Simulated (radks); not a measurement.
Ionisation of the rubidium ion Rb+, [Kr], to [Ar] 3d10 4s2 4p5 as the strength of local exchange is varied. All-electron calculation, Dirac Kohn-Sham, Slater X-alpha exchange (alpha = 2/3 is LDA exchange), no correlation, spin-unpolarised, spherical densities, point nucleus. Program: a radial shooting solver on a logarithmic mesh with Libxc functionals.

alpha  E(Rb+) (hartree)  exchange (hartree)  IE (eV)  -e of the level emptied (eV)  <r> of it (bohr)
0.56        -2959.45514           -78.33045   24.267                18.482 (4p3/2)             1.772
0.599       -2964.91509           -83.93281   24.882                19.056 (4p3/2)             1.759
0.609       -2966.31662           -85.37238   25.041                19.204 (4p3/2)             1.756
0.667       -2974.45792           -93.74670   25.971                20.076 (4p3/2)             1.738
0.754       -2986.70957          -106.38733   27.397                21.415 (4p3/2)             1.711
0.829       -2997.30955          -117.36058   28.654                22.600 (4p3/2)             1.689

NIST Atomic Spectra Database: 27.290 eV (measured). The Delta-SCF value meets it near alpha = 0.75. Spin polarisation and multiplet splitting are left out, so open shells lie too high by an amount that depends on their filling.

Beside tabulated values, note that spin-unpolarised runs miss the spin-polarisation part of the exchange energy of open shells.
